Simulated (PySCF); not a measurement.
Gas-phase reaction: 2 SnH2Cl2 + C4H8 (trans-2-butene) ⇌ 2 SnH2 + 2 CHCl2 + 2 CH3

Method: PySCF energies plus ideal-gas RRHO corrections (1 bar). † marks an energy on the PBE0/def2-TZVP geometry and frequencies; other levels use their own. CCSD(T) freezes the core. Open shells (unrestricted): CHCl2 (multiplicity 2), CH3 (multiplicity 2); the rest are closed-shell singlets. Sn: scalar-relativistic def2 core potential, no spin-orbit coupling. SnH2Cl2, SnH2, CHCl2: computed as isolated molecules; such fragments, hydroxides, amides, oligomers or adducts are transient or little studied in the gas. CCSD(T) isn't extrapolated to the basis-set limit. The harmonic model lacks anharmonicity and excited electronic states, which grow with temperature; levels with a mode under 35 cm⁻¹ are left out. Internal rotation in C4H8 (trans-2-butene) is treated as a harmonic vibration of one conformer, which makes the entropy rough. Soft modes under 120 cm⁻¹ make the harmonic entropy rough for SnH2Cl2.

```csv
level,"ΔE electronic, kJ","ΔH°(298 K), kJ","ΔS°(298 K), J/K","ΔG°(1800 K), kJ"
CCSD(T)/def2-SVP†,1357,1296,490,426
HF/def2-TZVP†,1168,1108,490,237
PBE/def2-SVP,1327,1269,489,403
PBE/def2-TZVP†,1296,1235,490,365
PBE0/def2-SVP†,1352,1291,490,420
PBE0/def2-TZVP,1325,1264,490,393
r2SCAN/def2-TZVP†,1309,1249,490,378
LDA/def2-TZVP†,1455,1394,490,524
```
ΔH° is lowest at HF/def2-TZVP† and highest at LDA/def2-TZVP†. No reference value is set beside these.
